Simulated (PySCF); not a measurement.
## The 13-electron isoelectronic series, non-relativistic

Calculated with PySCF 2.14 from differences of total energies of unrestricted determinants, without spin-orbit coupling. Each ion has its own even-tempered basis scaled to its charge (17s11p5d4f for the first); frozen: 1s2. Ionisation energies in eV, correlation energies of the ion in mhartree.

```csv
ion,configuration,UHF,LDA,PBE,PBE0,r2SCAN,MP2 (outer shells),CCSD (outer shells),E_corr MP2,E_corr CCSD(T),"NIST (with spin-orbit, Breit and QED)"
Se²¹⁺,[Ne] 3s2 3p1 (2P),881.69,883.24,883.52,883.34,883.36,882.20,882.18,-439.0,-472.4,887 ± 4 (s)
Kr²³⁺,[Ne] 3s2 3p1 (2P),1035.3,1036.9,1037.2,1037.0,1037.0,1035.7,1035.7,-443.8,-478.4,1042 ± 5 (s)
Sr²⁵⁺,[Ne] 3s2 3p1 (2P),1200.9,1202.5,1202.9,1202.7,1202.7,1201.4,1201.3,-449.2,-485.5,1211 ± 6 (s)
Zr²⁷⁺,[Ne] 3s2 3p1 (2P),1378.6,1380.3,1380.8,1380.5,1380.5,1379.0,1378.9,-450.8,-487.6,1392 ± 7 (s)
Mo²⁹⁺,[Ne] 3s2 3p1 (2P),1568.5,1570.3,1570.8,1570.5,1570.4,1568.9,1568.8,-457.2,-496.0,1587 ± 8 (s)
Ru³¹⁺,[Ne] 3s2 3p1 (2P),1770.5,1772.3,1772.9,1772.5,1772.4,1770.8,1770.7,-460.2,-500.0,1794 ± 8 (s)
Pd³³⁺,[Ne] 3s2 3p1 (2P),1984.5,1986.4,1987.0,1986.7,1986.5,1984.9,1984.7,-463.8,-505.0,2016 ± 9 (s)
Cd³⁵⁺,[Ne] 3s2 3p1 (2P),2210.7,2212.6,2213.3,2212.9,2212.7,2211.0,2210.8,-467.3,-509.9,2250 ± 10 (s)
Te³⁹⁺,[Ne] 3s2 3p1 (2P),2699.3,2701.3,2702.1,2701.7,2701.4,2699.6,2699.4,-476.5,-522.4,2788 ± 4 (t)
```

Q: Interpolate the row of Sn³⁷⁺.

A: configuration [Ne] 3s2 3p1 (2P); UHF 2449.0; LDA 2450.9; PBE 2451.7; PBE0 2451.3; r2SCAN 2451.0; MP2 (outer shells) 2449.3; CCSD (outer shells) 2449.0; E_corr MP2 -471.7; E_corr CCSD(T) -515.8; NIST (with spin-orbit, Breit and QED) 2499 ± 11 (s).

Each ion has its own basis, which adds noise of up to about 0.1 % along the series.

NIST values marked (s) are semi-empirical, (t) theoretical. Open shells are high-spin determinants of the terms that Hund's rules give.

All relativistic terms are absent from the calculated values; where these lie close to NIST, scalar and spin-orbit shifts of opposite sign can cancel.
